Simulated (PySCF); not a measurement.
Hf(OH)4 anion (H₄HfO₄), SMILES [OH][Hf]([OH])([OH])[OH] (connectivity only; charge and spin as stated), charge -1, multiplicity 2.

Geometry optimised at PBE-D3(BJ)/def2-SVPD. The spin state was assumed, not searched. The isomer is the one that the SMILES or the coordinates give; other isomers of the formula were not compared. The def2 effective core potentials stand for the cores of Hf; spin–orbit coupling is left out. The values are those of a single conformer.

Method: PBE-D3(BJ)/def2-SVPD in PySCF.

Frequencies are harmonic and unscaled.

Computed vibrational spectrum:
| mode | ν (cm⁻¹) | IR (km/mol) | moving atoms (share of kinetic energy) |
|---|---|---|---|
| 1 | 88 | 0.7 | O 82 %, Hf 13 % |
| 2 | 92 | 4.3 | O 88 %, H 11 % |
| 3 | 132 | 34.5 | O 61 %, H 30 %, Hf 9 % |
| 4 | 146 | 8.8 | O 86 % |
| 5 | 152 | 2.0 | O 68 %, H 19 %, Hf 13 % |
| 6 | 177 | 20.9 | H 90 %, O 9 % |
| 7 | 218 | 38.5 | H 88 %, O 11 % |
| 8 | 237 | 80.6 | H 76 %, O 22 % |
| 9 | 290 | 0.1 | H 96 % |
| 10 | 447 | 330.6 | H 89 %, O 11 % |
| 11 | 463 | 6.9 | H 59 %, O 41 % |
| 12 | 508 | 147.3 | H 51 %, O 47 % |
| 13 | 524 | 89.8 | H 74 %, O 25 % |
| 14 | 535 | 74.4 | O 82 %, Hf 13 % |
| 15 | 547 | 53.0 | O 48 %, H 40 %, Hf 12 % |
| 16 | 555 | 86.1 | O 76 %, H 18 % |
| 17 | 583 | 13.6 | O 67 %, H 31 % |
| 18 | 3712 | 82.2 | H 94 % |
| 19 | 3718 | 153.6 | H 94 % |
| 20 | 3737 | 0.0 | H 94 % |
| 21 | 3747 | 7.8 | H 94 % |
